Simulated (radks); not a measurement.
Results of a calculation; reference values are marked as such.
The rhenium anion Re- inside a hard spherical wall (all orbitals vanish at R), configuration held at [Xe] 4f14 5d6 6s2 and not refilled when levels cross. Level of theory: scalar-relativistic Kohn-Sham, PBE, spin-unpolarised, spherical densities, finite nucleus; Fermi nuclear charge, rms radius 5.3698 fm (a radial shooting solver on a logarithmic mesh with Libxc functionals). Eigenvalues in eV, with the zero of energy where the potential of the charges vanishes at infinity; a dash marks a level that is unbound or too diffuse for the functional's potential to be trusted. A positive occupied level is held by the wall or, in an anion where self-interaction has pushed it up, behind a barrier. The pressure on the wall is -dE/dV.

R (bohr)  E (hartree)  kinetic (hartree)    e(5p)    e(4f)   e(6s)   e(5d)  e(7s, empty)  e(6p, empty)  pressure (GPa)
20        -16689.4896          18435.871  -39.311  -34.508   0.048   1.711             -             -        0.000191
15        -16689.4892          18435.871  -39.225  -34.422   0.108   1.788         3.056         2.843         0.00157
6         -16689.3806          18436.378  -35.958  -31.076   2.835   4.698        18.640         8.087            6.61
5         -16689.1979          18437.118  -33.108  -28.053   5.664   7.248        30.489        12.311            28.4
4         -16688.6009          18439.305  -27.292  -21.632  12.880  12.790        57.041        22.554             156
3.5       -16687.8243          18442.022  -22.261  -15.829  20.870  18.069        83.442        33.507             420
2.5       -16681.8809          18462.787   -0.471   10.102  70.088  44.517        218.15        95.885            5070
